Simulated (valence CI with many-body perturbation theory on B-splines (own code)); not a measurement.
# Valence orbitals of Bi LXIII

Level of theory: configuration interaction combined with many-body perturbation theory (CI+MBPT): three valence electrons over a frozen Dirac-Fock core [Ar], radial functions for each j: 9 s, 9 p, 10 d, 8 f, 5 g, 3 h, 1 i, with the one-electron correlation potential Σ1 (screened to all orders), the two-electron term Σ2, the three-electron term Σ3, Breit, model QED; selected single and double excitations, second order for the rest (own B-spline code, finite nucleus).

The last digits are not significant, and no measured levels were compared; by estimate large intervals hold to a few tenths of a per cent, small ones and those within an open d or f shell to about a per cent. The list stops below the first excitations out of the core. Only levels of the ground parity were solved; by the run's estimate the other parity begins above the list, which can be wrong where configurations are misplaced.

These are the spectroscopic orbitals of the CI (the correlating ones are not listed), shaped by the core and the other valence electrons. h is the expectation value of the core's Dirac-Fock operator, without the valence repulsion; Σ1 is computed up to l = 3 at one energy for each symmetry, that of its lowest orbital but kept below the first core excitation, so for empty shells it is not the orbital's own correlation shift; Breit and QED include the response of the core.

```tsv
Orbital	h (hartree)	Σ1 (cm⁻¹)	Breit (cm⁻¹)	QED (cm⁻¹)	⟨r⟩ (bohr)
4s1/2	-159.5	-8983	26690	21068	0.3118
5s1/2	-98.126	-3457	12740	10322	0.5063
6s1/2	-66.429	-1738	6948	5769	0.7490
4p1/2	-155.71	-11763	42756	1768	0.3047
5p1/2	-96.242	-4239	20818	892	0.5016
6p1/2	-65.363	-2090	11429	506	0.7468
4p3/2	-147.18	-10549	23403	3285	0.3238
5p3/2	-92.067	-4029	11593	1656	0.5253
6p3/2	-63.013	-2028	7220	942	0.7753
3d3/2	-262.4	-22729	50997	-3152	0.1425
4d3/2	-142.13	-11776	19861	-889	0.3030
5d3/2	-89.626	-4524	9700	-393	0.5093
3d5/2	-257.45	-19784	27671	-466	0.1466
4d5/2	-140.21	-10882	10703	89.5	0.3081
5d5/2	-88.662	-4107	5179	89.0	0.5155
4f5/2	-135.78	-30584	3555	-780	0.2709
5f5/2	-86.606	-11610	1538	-363	0.4819
4f7/2	-135.04	-22619	556	-325	0.2733
5f7/2	-86.216	-8665	366	-132	0.4848
5g7/2	-85.016		352	-123	0.4306
5g9/2	-84.822		-30.1	-4.5	0.4322
```

Among the shells of the start configuration 3d3, Σ1 is largest in size for 3d3/2, where it is 0.039 % of h.

Lowest root of each symmetry, sizes in configuration state functions:

| J | Parity | Roots | Reference | Variational | Second order | Change by selected CI (cm⁻¹) | Change by second order (cm⁻¹) |
| --- | --- | --- | --- | --- | --- | --- | --- |
| 1/2 | even | 2 | 43 | 3417 | 799 | -6905 | -1 |
| 3/2 | even | 4 | 71 | 6204 | 5321 | -7047 | -1 |
| 5/2 | even | 4 | 79 | 7592 | 5814 | -5082 | -1 |
| 7/2 | even | 3 | 66 | 7599 | 2076 | -6211 | -1 |
| 9/2 | even | 3 | 49 | 6822 | 1837 | -6096 | -1 |
| 11/2 | even | 1 | 25 | 4704 | 2164 | -6231 | -2 |
